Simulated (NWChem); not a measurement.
System: Si5H9, doublet; SMILES [SiH]1[SiH2][SiH2][SiH2][SiH2]1

Here is an NWChem input.

```
start job
memory heap 200 mb stack 900 mb global 1100 mb
geometry units angstroms
  Si     0.217103     1.937605    -0.010002
  Si     1.918938     0.432778     0.432310
  Si     0.957452    -1.689439     0.243864
  Si    -1.286413    -1.436517    -0.323988
  Si    -1.791468     0.845056    -0.368270
  H      0.136955     3.060853     0.942525
  H      2.613831     0.601706     1.717507
  H      3.003666     0.602854    -0.548377
  H      1.676682    -2.503451    -0.742158
  H      1.102523    -2.449504     1.491723
  H     -1.573515    -2.045743    -1.627729
  H     -2.161456    -2.168595     0.599420
  H     -2.353070     1.236464    -1.671227
  H     -2.880608     1.172040     0.565207
end
basis spherical
  * library def2-svp
end
dft
  odft
  mult 2
  xc pbe0
  iterations 150
end
driver
  maxiter 120
end
task dft optimize
```

Parts of the log:

```
             Northwest Computational Chemistry Package (NWChem) 7.3.0
             --------------------------------------------------------

 C1  symmetry detected

                             Geometry "geometry" -> ""
                             -------------------------

 Output coordinates in angstroms (scale by  1.889725989 to convert to a.u.)

  No.       Tag          Charge          X              Y              Z
 ---- ---------------- ---------- -------------- -------------- --------------
    1 Si                  14.0000     1.96454819     0.01401357    -0.06567570
    2 Si                  14.0000     0.67113539    -1.90432738    -0.00704210
    3 Si                  14.0000    -1.54929324    -1.17461183     0.02432884
    4 Si                  14.0000    -1.56330193     1.15296116    -0.03536471
    5 Si                  14.0000     0.64576386     1.91353229     0.02926258
    6 H                    1.0000     3.09693924     0.01200172     0.87936606
    7 H                    1.0000     0.95077042    -2.83952131     1.09312190
    8 H                    1.0000     0.93475139    -2.72139212    -1.20295995
    9 H                    1.0000    -2.30415722    -1.74911443    -1.09472158
   10 H                    1.0000    -2.25480488    -1.67531426     1.21068750
   11 H                    1.0000    -2.23538175     1.64659591    -1.24282399
   12 H                    1.0000    -2.36337940     1.71496231     1.05932773
   13 H                    1.0000     0.93715239     2.78766669    -1.11846375
   14 H                    1.0000     0.87417789     2.80216601     1.17934124

 Effective nuclear repulsion energy (a.u.)     480.4564673596

                                Z-matrix (autoz)
                                --------

 Units are Angstrom for bonds and degrees for angles

[...]

      ----------------------
      Optimization converged
      ----------------------

  Step       Energy      Delta E   Gmax     Grms     Xrms     Xmax
  ---- ---------------- -------- -------- -------- -------- --------
@   27   -1451.77545123 -6.3D-08  0.00001  0.00000  0.00029  0.00131
                                     ok       ok       ok       ok

                                Z-matrix (autoz)
                                --------

 Units are Angstrom for bonds and degrees for angles

      Type          Name      I     J     K     L     M      Value     Gradient
      ----------- --------  ----- ----- ----- ----- ----- ---------- ----------
    1 Stretch                  1     2                       2.34080    0.00000
    2 Stretch                  1     5                       2.33761    0.00001
    3 Stretch                  1     6                       1.49668    0.00001
    4 Stretch                  2     3                       2.35916    0.00001
    5 Stretch                  2     7                       1.49763    0.00000
    6 Stretch                  2     8                       1.49791   -0.00000
    7 Stretch                  3     4                       2.35461    0.00001
    8 Stretch                  3     9                       1.49675    0.00000
    9 Stretch                  3    10                       1.49862    0.00000
   10 Stretch                  4     5                       2.35596   -0.00001
   11 Stretch                  4    11                       1.49810    0.00000
   12 Stretch                  4    12                       1.49618   -0.00000
   13 Stretch                  5    13                       1.49637   -0.00001
   14 Stretch                  5    14                       1.50000    0.00000
   15 Bend                     1     2     3               102.64968   -0.00000
   16 Bend                     1     2     7               112.36018    0.00000
   17 Bend                     1     2     8               110.89026    0.00000
   18 Bend                     1     5     4               101.13442    0.00001
   19 Bend                     1     5    13               112.18766   -0.00000
   20 Bend                     1     5    14               112.11009   -0.00000
   21 Bend                     2     1     5               110.52636   -0.00000
   22 Bend                     2     1     6               117.67601    0.00000
   23 Bend                     2     3     4               104.31730   -0.00000
   24 Bend                     2     3     9               113.41586   -0.00000
   25 Bend                     2     3    10               108.06625    0.00000
   26 Bend                     3     2     7               112.38473    0.00000
   27 Bend                     3     2     8               110.39298   -0.00000
   28 Bend                     3     4     5               102.77196    0.00000
   29 Bend                     3     4    11               109.44288    0.00000
   30 Bend                     3     4    12               113.15087   -0.00000
   31 Bend                     4     3     9               113.67427    0.00000
   32 Bend                     4     3    10               108.14213   -0.00000
   33 Bend                     4     5    13               113.04548   -0.00000
   34 Bend                     4     5    14               110.02056   -0.00000
   35 Bend                     5     1     6               118.26285    0.00000
   36 Bend                     5     4    11               109.00364   -0.00000
   37 Bend                     5     4    12               113.22373    0.00000
   38 Bend                     7     2     8               108.13432   -0.00000
   39 Bend                     9     3    10               108.93770   -0.00000
   40 Bend                    11     4    12               109.03953    0.00000
   41 Bend                    13     5    14               108.27864    0.00000
   42 Torsion                  1     2     3     4          27.90247   -0.00000
   43 Torsion                  1     2     3     9         152.10541   -0.00000
   44 Torsion                  1     2     3    10         -87.01252    0.00000
   45 Torsion                  1     5     4     3          39.35382    0.00000
   46 Torsion                  1     5     4    11         -76.68975    0.00000
   47 Torsion                  1     5     4    12         161.76143    0.00000
   48 Torsion                  2     1     5     4         -22.72326   -0.00000
   49 Torsion                  2     1     5    13        -143.46351   -0.00000
   50 Torsion                  2     1     5    14          94.44339   -0.00000
   51 Torsion                  2     3     4     5         -42.96261   -0.00000
   52 Torsion                  2     3     4    11          72.76534   -0.00000
   53 Torsion                  2     3     4    12        -165.41933   -0.00000
   54 Torsion                  3     2     1     5          -2.99918   -0.00000
   55 Torsion                  3     2     1     6         137.11377   -0.00000
   56 Torsion                  3     4     5    13         159.48583    0.00000
   57 Torsion                  3     4     5    14         -79.33130    0.00000
   58 Torsion                  4     3     2     7         148.83987   -0.00000
   59 Torsion                  4     3     2     8         -90.34769   -0.00000
   60 Torsion                  4     5     1     6        -162.57456   -0.00000
   61 Torsion                  5     1     2     7        -123.95344   -0.00000
   62 Torsion                  5     1     2     8         114.89976   -0.00000
   63 Torsion                  5     4     3     9        -166.99937    0.00000
   64 Torsion                  5     4     3    10          71.89891    0.00000
   65 Torsion                  6     1     2     7          16.15952   -0.00000
   66 Torsion                  6     1     2     8        -104.98728   -0.00000
   67 Torsion                  6     1     5    13          76.68519   -0.00000
   68 Torsion                  6     1     5    14         -45.40791   -0.00000
   69 Torsion                  7     2     3     9         -86.95718   -0.00000
   70 Torsion                  7     2     3    10          33.92489    0.00000
   71 Torsion                  8     2     3     9          33.85526   -0.00000
   72 Torsion                  8     2     3    10         154.73733    0.00000
   73 Torsion                  9     3     4    11         -51.27142    0.00000
   74 Torsion                  9     3     4    12          70.54391    0.00000
   75 Torsion                 10     3     4    11        -172.37314    0.00000
   76 Torsion                 10     3     4    12         -50.55781    0.00000
   77 Torsion                 11     4     5    13          43.44226    0.00000
   78 Torsion                 11     4     5    14         164.62513   -0.00000
   79 Torsion                 12     4     5    13         -78.10656    0.00000
   80 Torsion                 12     4     5    14          43.07630    0.00000

                         Geometry "geometry" -> "geometry"
                         ---------------------------------

 Output coordinates in angstroms (scale by  1.889725989 to convert to a.u.)

  No.       Tag          Charge          X              Y              Z
 ---- ---------------- ---------- -------------- -------------- --------------
    1 Si                  14.0000     1.90123458     0.05944862    -0.12632666
    2 Si                  14.0000     0.62024906    -1.89821482    -0.20350574
    3 Si                  14.0000    -1.54379741    -1.12071063     0.32376313
    4 Si                  14.0000    -1.55482434     1.11543428    -0.41361333
    5 Si                  14.0000     0.54235287     1.91163353     0.30641364
    6 H                    1.0000     3.23813739    -0.01051249     0.54289384
    7 H                    1.0000     1.10500489    -2.93474478     0.76267480
    8 H                    1.0000     0.63997789    -2.49563414    -1.57698545
    9 H                    1.0000    -2.63626753    -1.95446936    -0.26920449
   10 H                    1.0000    -1.68703225    -1.12085844     1.81551888
   11 H                    1.0000    -1.60069321     1.14662934    -1.91068299
   12 H                    1.0000    -2.70366007     1.90726498     0.12650419
   13 H                    1.0000     0.99333778     3.12940284    -0.43707391
   14 H                    1.0000     0.49090070     2.24494941     1.76800817

 Effective nuclear repulsion energy (a.u.)     479.7232054369

                Final and change from initial internal coordinates
                --------------------------------------------------

                                Z-matrix (autoz)
                                --------

 Units are Angstrom for bonds and degrees for angles

[...]
```

Level: PBE0/def2-SVP, spin-unrestricted. Not confirmed as a minimum by frequencies.
